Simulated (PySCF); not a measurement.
## H₂SiO + 2 Cl₂ → SiCl₄ + H₂O

Level: PBE0 in the def2-TZVP basis family, all electrons, no relativity, computed in PySCF with density fitting; open shells unrestricted.

```json
{"species": "H₂SiO", "state and structure": "singlet, C2v, Si–H 1.486 Å (×2), Si–O 1.516 Å; H–Si–H 111.9°, H–Si–O 124.0° (×2)", "ZPE (kJ/mol)": "48.4", "H(298 K) − H(0) (kJ/mol)": "10.7", "S° (J/(mol K))": "235.0"}
{"species": "Cl₂", "state and structure": "singlet, D∞h, Cl–Cl 1.982 Å", "ZPE (kJ/mol)": "3.5", "H(298 K) − H(0) (kJ/mol)": "9.1", "S° (J/(mol K))": "222.5"}
{"species": "SiCl₄", "state and structure": "singlet, Td, Si–Cl 2.022 Å (×4)", "ZPE (kJ/mol)": "19.4", "H(298 K) − H(0) (kJ/mol)": "19.5", "S° (J/(mol K))": "331.3"}
{"species": "H₂O", "state and structure": "singlet, C2v, O–H 0.960 Å (×2); H–O–H 105.1°", "ZPE (kJ/mol)": "56.5", "H(298 K) − H(0) (kJ/mol)": "9.9", "S° (J/(mol K))": "188.7"}
```

(1) Is the gas-phase reaction uphill or downhill in electronic energy at this level, and by how much?

(2) Add zero-point, thermal and entropy terms for 298.15 K and 1 bar.

Answers

(1) At PBE0/def2-TZVP, ΔE = -815.2 kJ/mol, downhill. 

(2) ΔZPE = 20.5 and Δ[H(298) − H(0)] = 0.5 kJ/mol give ΔH° = -794.2 kJ/mol. ΔS° = -160.0 J/(mol K), so ΔG° = -794.2 − 298.15 × (-0.1600) = -746 kJ/mol.

Only the bonding shown was studied: isomers, or loss of a ligand pair, can lie lower.
